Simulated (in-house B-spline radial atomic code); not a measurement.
Cu⁶⁺. Computed with a B-spline radial atomic code. Model: all-electron spherical atom, spin shells full or empty, radial basis limit, no spin-orbit coupling: exact exchange with a local potential (Slater, KLI or optimised effective potential, whose far tail is KLI's), no correlation.

Exchange potential has not reached -1/r at the last radius.

The run also made RPA and GW results, which its time includes.

The Slater potential averages the orbital exchange potentials with the orbital densities as weights, KLI adds orbital constants, and the optimised effective potential minimises the exact-exchange energy among local potentials. So their energies lie above Hartree-Fock in the order OEP, KLI, Slater. All fall off as −1/r, unlike LDA and GGA exchange.

Command:
```bash
python run_gw.py task.json out
```
Settings (lengths in bohr, energies in hartree):
```
Z                      29
electrons              23
configuration          [Ar] 3d5
hamiltonian            nr
method                 slater
lmax                   9
spin_polarised         True
box_radius             9.29
intervals              69
```

Run time, properties included: 2.2 s on 1 thread of Intel(R) Xeon(R) 6975P-C (Granite Rapids), with other jobs on the host.

Given: hamiltonian non-relativistic; mean-field start Slater potential.

Computed: energy above Hartree-Fock 147.81 millihartree; virial ratio -E/T less 1 -0.013309.

```csv
radius (bohr),r times exchange potential up (hartree bohr),r times exchange potential down (hartree bohr)
0.00172,-0.051155,-0.051156
0.0021,-0.062409,-0.06241
0.00255,-0.075698,-0.075699
0.00311,-0.092173,-0.092175
0.00378,-0.11177,-0.11177
0.0046,-0.13556,-0.13557
0.0056,-0.16426,-0.16426
0.00682,?,?
0.00829,-0.23923,-0.23923
0.0101,-0.28759,-0.28759
0.0123,-0.34381,-0.34381
0.0149,?,?
0.0182,-0.47957,-0.47958
0.0221,-0.5569,-0.55691
0.0269,-0.63881,-0.63882
0.0328,-0.72065,-0.72066
0.0399,-0.79421,-0.79421
0.0486,-0.85202,-0.85203
0.0591,-0.8837,-0.88369
0.0719,-0.88893,-0.88878
0.0875,-0.89608,-0.89536
0.106,-0.95099,-0.949
0.13,-1.0722,-1.0682
0.158,-1.2132,-1.2076
0.192,-1.335,-1.3304
0.234,-1.3987,-1.4043
0.284,-1.3739,-1.393
0.346,-1.3048,-1.2534
0.421,-1.3591,-1.1264
0.512,-1.547,-1.2074
0.623,-1.734,-1.3504
0.759,-1.8253,-1.4408
0.923,-1.7919,-1.4508
1.12,-1.666,-1.401
1.37,-1.4941,-1.3219
1.66,-1.3387,-1.2469
2.03,-1.21,-1.1804
```

What belongs in the row 0.00682?

r times exchange potential up (hartree bohr): -0.19869; r times exchange potential down (hartree bohr): -0.19869.

What belongs in the row 0.0149?

r times exchange potential up (hartree bohr): -0.4064; r times exchange potential down (hartree bohr): -0.40641.

```tsv
occupied	level (hartree)	Hartree-Fock level (hartree)
1s up	-331.12	-333.6
1s down	?	?
2s up	-44.878	-45.879
2s down	?	?
2p up	-40.282	-40.661
2p down	-40.238	-40.395
3s up	-9.4911	-9.8073
3s down	-9.0181	-9.2198
3p up	-7.9959	-8.0961
3p down	-7.535	-7.3838
3d up	-5.4213	-5.1953
```

What belongs in the row 1s down?

level (hartree): -331.12; Hartree-Fock level (hartree): -333.6.

What belongs in the row 2s down?

level (hartree): -44.822; Hartree-Fock level (hartree): -45.603.

```csv
empty,level (hartree)
3d down,-5.0038
4s up,-3.4427
4s down,-3.3283
4p up,-2.9937
4p down,-2.8958
4d up,?
4d down,-2.2132
5s up,-1.7863
5s down,?
4f up,-1.6925
```

What belongs in the row 4d up?

level (hartree): -2.2817.

What belongs in the row 5s down?

level (hartree): -1.7565.

The highest level, 3d up, differs from Hartree-Fock by -6.2 eV and the deepest, 1s up, by +67.4 eV: the Slater potential lacks the response part and is deeper than the optimised one throughout, so the top level comes too deep.
